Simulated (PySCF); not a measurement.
Species: C₅H₈OP (charge +1).
Z-matrix (Å and degrees, PBE0-D3(BJ)/def2-SVP geometry), rows numbered from 1:
```
C 
P   1  1.7952
C   2  1.7575  1  112.90
C   3  1.4391  2  127.75  1   179.49
C   4  1.3589  3  104.94  2   179.89
O   5  1.3519  4  110.44  3     0.04
C   6  1.3242  5  108.85  4    -0.02
H   1  1.0996  2  109.42  3   -59.61
H   1  1.0996  2  109.42  3    61.15
H   1  1.0998  2  109.17  3  -179.24
H   2  1.4121  1  109.07  3  -123.52
H   2  1.4120  1  109.10  3   123.44
H   4  1.0880  3  128.39  2    -0.10
H   5  1.0873  4  133.18  3  -179.99
H   7  1.0884  3  133.61  2     0.08
```

Level of theory: PySCF, PBE0-D3(BJ)/def2-SVP geometry optimisation, gas phase.

Masses are those of the commonest isotopes; rigid-rotor values at the optimised geometry. The values belong to one conformer with, in the numbering `[CH3:1][PH2+:2][c:3]1[cH:4][cH:5][o:6][cH:7]1`, C1–P2–C3–C4 179°.

Q: What are A, B and C (MHz)?

A: Ia = 87.46, Ib = 364.89, Ic = 444.08 u·Å²; 505379 MHz·u·Å²/I gives A = 5778, B = 1385, C = 1138 MHz.

Q: Classify the top.

A: An asymmetric top. Ray's parameter κ = (2B − A − C)/(A − C) = -0.894; −1 is the prolate and +1 the oblate limit.

Q: What does the inertial defect say?

A: Not planar: Δ = Ic − Ia − Ib = -8.27 u·Å². For a rigid frame Δ = −2 Σ m c², so Σ m c² = 4.14 u·Å² lies off the ab plane, practically all of it from hydrogen. The atom farthest from that plane is 1.12 Å away.

Q: Give the coordinates in the principal-axis frame, origin at the centre of mass.

A: The sense of each axis is arbitrary; atoms in the order of the calculation.
```tsv
atom	mass (u)	a (Å)	b (Å)	c (Å)
C1	12.000	-2.576	0.929	0.006
P2	30.974	-1.568	-0.556	-0.003
C3	12.000	0.156	-0.213	0.000
C4	12.000	1.242	-1.157	0.004
C5	12.000	2.368	-0.396	0.002
O6	15.995	2.050	0.918	-0.002
C7	12.000	0.731	1.038	-0.003
H8	1.008	-2.347	1.520	0.905
H9	1.008	-2.366	1.519	-0.898
H10	1.008	-3.638	0.644	0.018
H11	1.008	-1.918	-1.344	-1.121
H12	1.008	-1.917	-1.359	1.105
H13	1.008	1.193	-2.244	0.007
H14	1.008	3.429	-0.636	0.004
H15	1.008	0.328	2.049	-0.006
```

Q: Where do the levels up to J = 3 lie, in MHz?

A: Above 0(0,0):
J = 1: 1(0,1) 2523, 1(1,1) 6916, 1(1,0) 7163
J = 2: 2(0,2) 7559, 2(1,2) 11715, 2(1,1) 12456, 2(2,1) 25636, 2(2,0) 25646
J = 3: 3(0,3) 15088, 3(1,3) 18908, 3(1,2) 20390, 3(2,2) 33205, 3(2,1) 33256, 3(3,1) 55795, 3(3,0) 55795
Those of J = 1 are B + C, A + C and A + B.

Q: Which types of transition are allowed, and where do some lines up to J = 4 fall?

A: The dipole components (about the centre of mass, as the species is charged) are |μa| = 5.10 D, |μb| = 0.99 D, |μc| = 0.00 D; the mirror of this Cs structure is the ab plane, so μc vanishes by symmetry and there are no c-type lines. Intensities carry the squares of the components, which stand as 1.00 : 0.04 (a : b). Some lines, for components of 0.1 D or more:

```csv
type,branch,"J(Ka,Kc)",MHz,lower level (cm⁻¹)
b,R,"2(0,2) ← 1(1,1)",643,0.231
a,Q,"3(1,2) ← 3(1,3)",1482,0.631
a,R,"1(0,1) ← 0(0,0)",2523,0.000
a,R,"2(1,1) ← 1(1,0)",5293,0.239
b,Q,"3(1,2) ← 3(0,3)",5302,0.503
b,Q,"4(1,3) ← 4(0,4)",5875,0.837
b,R,"4(0,4) ← 3(1,3)",6172,0.631
b,R,"1(1,1) ← 0(0,0)",6916,0.000
a,R,"3(0,3) ← 2(0,2)",7529,0.252
a,R,"3(2,2) ← 2(2,1)",7569,0.855
a,R,"4(1,4) ← 3(1,3)",9579,0.631
a,R,"4(0,4) ← 3(0,3)",9992,0.503
a,R,"4(2,3) ← 3(2,2)",10084,1.108
a,R,"4(3,1) ← 3(3,0)",10113,1.861
a,R,"4(2,2) ← 3(2,1)",10185,1.109
b,Q,"4(2,2) ← 4(1,3)",12486,1.033
b,R,"3(2,1) ← 2(1,2)",21540,0.391
b,Q,"4(3,1) ← 4(2,2)",22468,1.449
b,Q,"3(3,1) ← 3(2,2)",22590,1.108
b,Q,"4(3,2) ← 4(2,3)",22617,1.444
b,R,"3(3,0) ← 2(2,1)",30159,0.855
b,Q,"4(4,1) ← 4(3,2)",31599,2.198
b,R,"4(3,1) ← 3(2,2)",32703,1.108
b,R,"4(4,0) ← 3(3,1)",41711,1.861
```

No frequency check. Zero-point vibration and centrifugal distortion are left out. A rigid rotor knows nothing of internal rotation, which can split or shift real lines.
